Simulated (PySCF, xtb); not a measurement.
Se(F)(NH2) (FH2NSe), SMILES N[Se]F. One conformer was computed; it need not be the lowest.

Harmonic wavenumbers (cm⁻¹) from xtb with GFN2-xTB at its own minimum, in rising order: 217, 414, 433, 484, 716, 900, 1452, 3372, 3407.

Problem. What does PBE0-D3(BJ)/def2-TZVP in PySCF give at its own minimum? (The exact figures need the calculation; the answer reports its results.)

Solution. 260, 503, 538, 622, 808, 1008, 1598, 3562, 3678. Paired by order, the mean absolute difference is 131 cm⁻¹ and the zero-point energies are 16.3 and 18.0 kcal/mol.
